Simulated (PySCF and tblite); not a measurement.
C6H9FO2, numbered as in [CH2:1]=[C:2]([C:3](=[O:4])[OH:5])[C@@H:6]([F:7])[CH2:8][CH3:9].

Geometries GFN2-xTB; weights from B3LYP-D3(BJ)/def2-SVP (IEF-PCM, tetrahydrofuran) energies and GFN2-xTB thermal corrections, with symmetry numbers and mirror pairs. Conformers within 3 kcal/mol (GFN2-xTB free energy) were kept, 6 at most. Couplings: B3LYP/6-31G* with pcJ-1 on H, F (gas phase; spin-dipole term only for pairs with B, N, F, Si or P). Couplings are for ¹⁹F, ¹H. H–H couplings come out 0.1 to 0.9 Hz lower than with pcJ-1 on all atoms. Of two unlike H on one atom, a is the less shielded (KT3/pcSseg-1 (IEF-PCM, tetrahydrofuran)). Programs: PySCF with density fitting and tblite.

Torsions listed: C6–C2–C3–O5, O4–C3–O5–H5, C1–C2–C6–F7, F7–C6–C8–C9.

| conformer | shape | weight % |
| --- | --- | --- |
| 1 | 178°, 0°, -17°, -62° | 42.3 |
| 2 | 177°, -1°, -15°, 65° | 29.2 |
| 3 | -4°, 1°, -20°, -64° | 13.8 |
| 4 | -6°, 1°, -15°, 65° | 9.1 |
| 5 | 169°, -1°, -35°, -178° | 4.4 |

Not shown: 1 more, 1.2 % in all.

Q: Give the couplings in each conformer and the averages at 298.15 K (pairs that fast motion interchanges averaged).

A: 
| coupling | pairs | 1 | 2 | 3 | 4 | 5 | average (Hz) |
| --- | --- | --- | --- | --- | --- | --- | --- |
| ²J(H6,F7) | 1 | 57.2 | 56.0 | 57.1 | 55.6 | 54.4 | 56.5 |
| ³J(F7,H8a) | 1 | 38.0 | 9.2 | 36.5 | 9.7 | 9.7 | 25.2 |
| ³J(F7,H8b) | 1 | 13.6 | 39.9 | 15.1 | 38.9 | 6.2 | 23.4 |
| ²J(H1a,H1b) | 1 | -0.3 | -0.2 | -0.1 | 0.1 | -0.4 | -0.2 |
| ³J(H6,H8a) | 1 | 1.5 | 4.8 | 1.2 | 4.6 | 10.5 | 3.2 |
| ³J(H6,H8b) | 1 | 10.4 | 2.5 | 10.2 | 2.5 | 4.9 | 7.0 |
| ²J(H8a,H8b) | 1 | -14.3 | -14.9 | -14.5 | -14.8 | -12.3 | -14.4 |
| ³J(H8a,H9) | 3 | 7.8 | 7.3 | 7.8 | 7.3 | 7.8 | 7.6 |
| ³J(H8b,H9) | 3 | 7.1 | 7.9 | 7.1 | 7.9 | 7.9 | 7.5 |
| ²J(H9,H9) | 3 | -13.8 | -13.9 | -13.8 | -13.9 | -14.0 | -13.8 |

The minima are those of GFN2-xTB; planar forms about aryl–S or allylic bonds may be saddles in DFT. For its torsions the set is small; conformers may be missing.

Computed couplings to fluorine can be off by tens of per cent at such levels.


Conformer gaps in def2-SVP on xTB geometries can be 2 kcal/mol too large for S=O, P=O and other polar bonds.